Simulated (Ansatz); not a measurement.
# Ligand exchange: GaH2(CH3) + CH4S → GaH(CH3)(SH) + CH4

Species: GaH2(CH3), singlet; CH4S (methanethiol) `CS`, singlet; GaH(CH3)(SH), singlet; CH4 (methane) `C`, singlet. The partners trade H for SH: Ga–H and C–SH bonds give way to Ga–SH and C–H.

Shapes, held fixed at every level: PBE0-D4/def2-TZVP. Flexible molecules stand in one conformer, not always the lowest. Programs: Ansatz 0.2.0. Electronic energies: no zero-point or thermal term.

```tsv
level	kind	ΔE (kJ/mol)	less CCSD(T)/def2-TZVPP	CPU time (sum over the molecules)
HF/def2-TZVPP	Hartree–Fock	-167.2	+5.7	–
SPW92/def2-TZVPP	LDA	-169.7	+3.2	6.5 s
r2SCAN0-D4/def2-TZVPP	global hybrid	-175.9	-3.0	23 s
wB97M-V/def2-TZVPP	range-separated hybrid	-168.2	+4.7	46 s
B2PLYP/def2-TZVPP	double hybrid	-172.6	+0.3	20 s
MP2/def2-SVP	perturbation theory	-180.6	-7.7	–
CCSD(T)/def2-TZVPP	coupled cluster or CI	-172.9	0.0	2.4 min
```

The highest level, CCSD(T)/def2-TZVPP, gives ΔE = -172.9 kJ/mol; the levels span -180.6 to -167.2. The column of differences is taken from that level and isn't an error. No measured value is set beside it here. Relativity is left out for Ga. Outer-core shells of Ga are correlated, in sets that cover them unevenly. Times are processor times on shared x86 and Arm servers, and rough.
